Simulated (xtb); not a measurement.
Br3Sb, charge -1, doublet, at a GFN2-xTB geometry (a state made from the parent by changing its charge; the spin is typed, not shown lowest); xtb with GFN1-xTB.

The xtb input:
```
$ xtb mol.xyz --gfn 1 --chrg -1 --uhf 1 --json

# file mol.xyz
4

Sb     0.48437488    -0.14074905     0.02308116
Br    -0.13874346    -2.90734237     0.00130489
Br     1.43832259     2.52971228     0.06062194
Br    -2.00538253     0.58272157    -0.09555938
```

Question: Predict the main parts of the log of this xtb run.

Answer: 
```
   ID    Z sym.   atoms
    1   51 Sb     1
    2   35 Br     2-4

           -------------------------------------------------
          |                Calculation Setup                |
           -------------------------------------------------

           -------------------------------------------------
          |                 G F N 1 - x T B                 |
           -------------------------------------------------

          ...................................................
          :                      SETUP                      :
          :.................................................:
          :  # basis functions                  40          :
          :  # atomic orbitals                  36          :
          :  # shells                           12          :
          :  # electrons                        27          :
          :  # halogen bonds                     0          :
          :  max. iterations                   250          :
          :  Hamiltonian                  GFN1-xTB          :
          :  restarted?                      false          :
          :  GBSA solvation                  false          :
          :  PC potential                    false          :
          :  electronic temp.          300.0000000     K    :
          :  accuracy                    1.0000000          :
          :  -> integral cutoff          0.2500000E+02      :
          :  -> integral neglect         0.1000000E-07      :
          :  -> SCF convergence          0.1000000E-05 Eh   :
          :  -> wf. convergence          0.2000000E-04 e    :
          :  Broyden damping             0.4000000          :
          :  net charge                         -1          :
          :  unpaired electrons                  1          :
          ...................................................

 iter      E             dE          RMSdq      gap      omega  full diag
   1    -12.0489785 -0.120490E+02  0.139E+01    2.13       0.0  T
   2    -11.2851903  0.763788E+00  0.208E+01    0.01       1.0  T
   3    -14.0602947 -0.277510E+01  0.894E+00    1.36       1.0  T
   4    -14.2922056 -0.231911E+00  0.622E+00    1.62       1.0  T
   5    -14.4774614 -0.185256E+00  0.125E+00    1.98       1.0  T
   6    -14.4758136  0.164785E-02  0.141E+00    2.21       1.0  T
   7    -14.4680298  0.778379E-02  0.167E+00    2.15       1.0  T
   8    -14.4863580 -0.183282E-01  0.265E-01    2.10       1.0  T
[...]
         :: total energy             -14.484133111341 Eh    ::
[...]
        15                         -0.0147540              -0.4015 (LUMO)
        16                          0.0166023               0.4518
        17                          0.1201717               3.2700
        18                          0.1283468               3.4925
        19                          0.1321396               3.5957
        20                          0.1399644               3.8086
        21                          0.1620806               4.4104
        22                          0.1656916               4.5087
        23                          0.1806302               4.9152
        24                          0.1833915               4.9903
        25                          0.1860448               5.0625
       ...                                ...                  ...
        36                          0.6382968              17.3689
      -------------------------------------------------------------
                  HL-Gap            0.0769750 Eh            2.0946 eV
             Fermi-level           -0.0883923 Eh           -2.4053 eV

  Mulliken/CM5 charges         n(s)   n(p)   n(d)
     1Sb    0.00147 -0.01097   2.018  2.289  0.692
     2Br   -0.37158 -0.36832   1.960  5.415 -0.004
     3Br   -0.37158 -0.36832   1.960  5.415 -0.004
     4Br   -0.25831 -0.25239   1.963  5.284  0.011

Wiberg/Mayer (AO) data.
largest (>0.10) Wiberg bond orders for each atom

 ---------------------------------------------------------------------------
     #   Z sym  total        # sym  WBO       # sym  WBO       # sym  WBO
 ---------------------------------------------------------------------------
     1  51 Sb   3.142 --     4 Br   1.212     2 Br   0.965     3 Br   0.965
     2  35 Br   0.989 --     1 Sb   0.965
     3  35 Br   0.989 --     1 Sb   0.965
     4  35 Br   1.260 --     1 Sb   1.212
 ---------------------------------------------------------------------------

Topologies differ in total number of bonds
Writing topology from bond orders to xtbtopo.mol

 dipole moment from electron density (au)
     X       Y       Z
   0.8284  -0.2407   0.0395  total (Debye):    2.195

           -------------------------------------------------
          | TOTAL ENERGY              -14.484133111341 Eh   |
          | GRADIENT NORM               0.030698348885 Eh/α |
          | HOMO-LUMO GAP               2.094595502728 eV   |
           -------------------------------------------------

normal termination of xtb
```
